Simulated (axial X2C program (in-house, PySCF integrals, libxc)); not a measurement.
Outer orbitals of RuH⁺ at 1.602 Å, HF

Calculated with an in-house relativistic program for diatomic molecules. Spin-free means the one-electron spin-free X2C Hamiltonian; two-component (2c) means X2C with spin–orbit coupling and atomic mean-field two-electron Coulomb and Gaunt terms, so the difference of the two also holds small scalar two-electron terms. Basis: Ru dyall-cv3z [12s12p8d5f3g], H dyall-v3z [6s2p1d] (cores contracted in-house); Gaussian nuclei, density fitting, unrestricted open shells. Masses: Ru 101.904 u, H 1.008 u.

The distance is close to the 2c PBE0 minimum; the highest filled and lowest empty levels are listed.

Spin-free orbitals, state M_S = 2, Λ = 1 (beyond evenly filled blocks: σα, π+α, π+β, π-α, δ+α, δ-α) (Löwdin shares):

```
symmetry  occupied  ε (eV)              atomic character
     δ-α       yes  -22.85                     100% Ru d
     δ+α       yes  -22.85                     100% Ru d
      σα       yes  -22.62             87% Ru d, 11% H s
     π-α       yes  -21.92                      98% Ru d
     π+α       yes  -21.92                      98% Ru d
      σβ       yes  -19.24   51% H s, 29% Ru d, 11% Ru s
     π+β       yes  -18.43                      97% Ru d
      σα       yes  -16.31    47% Ru s, 41% H s, 6% Ru d
      σα        no   -5.70    58% Ru p, 30% Ru s, 8% H s
      σβ        no   -5.61  68% Ru s, 15% Ru d, 12% Ru p
     π-β        no   -4.62              95% Ru d, 3% H p
     δ+β        no   -4.59                     100% Ru d
```

Spinors with spin–orbit coupling (state Ω = 3):

```json
{"ω": "-3/2", "occupied": "yes", "ε (eV)": "-23.00", "atomic character": "100% Ru d", "λ mixture": "100% δ"}
{"ω": "5/2", "occupied": "yes", "ε (eV)": "-22.68", "atomic character": "100% Ru d", "λ mixture": "100% δ"}
{"ω": "1/2", "occupied": "yes", "ε (eV)": "-22.62", "atomic character": "87% Ru d, 11% H s", "λ mixture": "100% σ"}
{"ω": "-1/2", "occupied": "yes", "ε (eV)": "-22.01", "atomic character": "98% Ru d", "λ mixture": "99% π, 1% σ"}
{"ω": "3/2", "occupied": "yes", "ε (eV)": "-21.84", "atomic character": "98% Ru d", "λ mixture": "100% π"}
{"ω": "-1/2", "occupied": "yes", "ε (eV)": "-19.23", "atomic character": "51% H s, 30% Ru d, 11% Ru s", "λ mixture": "100% σ, 0% π"}
{"ω": "1/2", "occupied": "yes", "ε (eV)": "-18.51", "atomic character": "97% Ru d", "λ mixture": "100% π"}
{"ω": "1/2", "occupied": "yes", "ε (eV)": "-16.31", "atomic character": "47% Ru s, 41% H s, 6% Ru d", "λ mixture": "100% σ"}
{"ω": "1/2", "occupied": "no", "ε (eV)": "-5.69", "atomic character": "58% Ru p, 30% Ru s, 8% H s", "λ mixture": "100% σ"}
{"ω": "-1/2", "occupied": "no", "ε (eV)": "-5.61", "atomic character": "68% Ru s, 15% Ru d, 12% Ru p", "λ mixture": "100% σ"}
{"ω": "3/2", "occupied": "no", "ε (eV)": "-4.66", "atomic character": "100% Ru d", "λ mixture": "100% δ, 0% π"}
{"ω": "-3/2", "occupied": "no", "ε (eV)": "-4.59", "atomic character": "95% Ru d, 3% H p", "λ mixture": "100% π"}
```

Mulliken charges and populations of the two-component result (they depend on the basis, above all on diffuse functions):

Ru 1.03 e (s 8.67 p 18.09 d 16.19 f 0.01), H -0.03 e (s 1.00 p 0.03). ⟨Lz⟩ = 1.01 ħ and ⟨Sz⟩ = 1.99 ħ (2.05 and -0.06 on the two atoms), which add up to Ω.

One determinant describes the state; a PBE0 search over occupations chose it and may have missed a lower one. PBE0 can misorder states that lie within some tenths of an eV, so this need not be the ground state of the molecule. The nearest other spin-free determinant of the search, M_S = 2, Λ = 2, lies 0.13 eV up at the distance of the search. With several unpaired electrons one determinant need not be a pure state. Open-shell Ω = 0 determinants with evenly filled partner blocks cannot be reached by this program, so the Ω shown need not be the lowest component. The determinant is spin-polarised beyond a pure state at some levels (its spin-free form has ⟨S²⟩ too high), which makes Re and μ there less reliable.
